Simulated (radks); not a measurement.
Values are calculated unless marked as measured or tabulated.
Os IV, configuration [Kr] 4d10 4f14 5s1 5p6 5d5 5f1 (not the ground configuration). Code: a radial shooting solver on a logarithmic mesh with Libxc functionals. Model: scalar-relativistic Kohn-Sham, PBE, spin-polarised, spherical densities, point nucleus; open shells are filled with parallel spins first (spin-orbit coupling, left out, can overturn this in heavy ions).

Unscreened Slater integrals over Kohn-Sham orbitals (cm^-1). They are taken over the spin-up orbitals.

F0(5f,5f): 55596
F2(5f,5f): 28576
F4(5f,5f): 18520
F6(5f,5f): 13509
F0(5f,5d): 70607
F2(5f,5d): 22677
F4(5f,5d): 12011
G1(5f,5d): 19051
G3(5f,5d): 11461
G5(5f,5d): 8036.7
F0(5f,5p): 72180
F2(5f,5p): 16249
G2(5f,5p): 6348.4
G4(5f,5p): 4291.8
F0(5f,4f): 74147
F2(5f,4f): 6237.0
F4(5f,4f): 2059.1
F6(5f,4f): 1207.6
G0(5f,4f): 1681.3
G2(5f,4f): 1730.2
G4(5f,4f): 1258.4
G6(5f,4f): 952.62
F0(5d,5d): 130850
F2(5d,5d): 69259
F4(5d,5d): 46318
F0(5d,5p): 146940
F2(5d,5p): 74095
G1(5d,5p): 89294
G3(5d,5p): 55619
F0(5d,4f): 166990
F2(5d,4f): 41054
F4(5d,4f): 19562
G1(5d,4f): 14655
G3(5d,4f): 13463
G5(5d,4f): 10681
F0(5p,5p): 172760
F2(5p,5p): 93616
F0(5p,4f): 211350
F2(5p,4f): 67325
G2(5p,4f): 27711
G4(5p,4f): 22933
F0(4f,4f): 363060
F2(4f,4f): 177790
F4(4f,4f): 112650
F6(4f,4f): 81364

Derived for the open shells (J is the average intra-shell exchange parameter used in DFT+U). 5d: Racah B = F2/49 - 5 F4/441 = 888.3 cm^-1, C = 35 F4/441 = 3676 cm^-1, C/B = 4.14, F4/F2 = 0.669, J = (F2 + F4)/14 = 8255 cm^-1. 5f: F4/F2 = 0.648, F6/F2 = 0.473, J = (286 F2 + 195 F4 + 250 F6)/6435 = 2356 cm^-1.
